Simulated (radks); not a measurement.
Results of a calculation; reference values are marked as such.
Initial-state core-level shifts of the manganese ion Mn3+ when its valence configuration changes from [Ar] 3d4. Code: a radial shooting solver on a logarithmic mesh with Libxc functionals. Model: scalar-relativistic Kohn-Sham, PBE, spin-polarised, spherical densities, point nucleus; open shells are filled with parallel spins first. Shifts are changes of the shell-averaged eigenvalues in eV (positive: less bound).

3d3 4p1: 1s -10.232; 2p -11.366; 3s -9.378; 3p -9.084
3d3 4s1: 1s -9.128; 2p -10.277; 3s -8.262; 3p -7.980
3d2 4p2: 1s -21.275; 2p -23.727; 3s -19.073; 3p -18.476
3d2.5 4s1.5: 1s -14.132; 2p -15.889; 3s -12.666; 3p -12.244
3d3.5 4p0.5: 1s -5.008; 2p -5.551; 3s -4.638; 3p -4.493
3d1 4s1 4p2: 1s -32.113; 2p -36.043; 3s -28.005; 3p -27.125
3d3.5 4s0.5: 1s -4.441; 2p -4.995; 3s -4.065; 3p -3.926
3d3 4s0.5 4p0.5: 1s -9.681; 2p -10.823; 3s -8.822; 3p -8.534
3d2 4s1 4p1: 1s -20.236; 2p -22.689; 3s -18.027; 3p -17.443
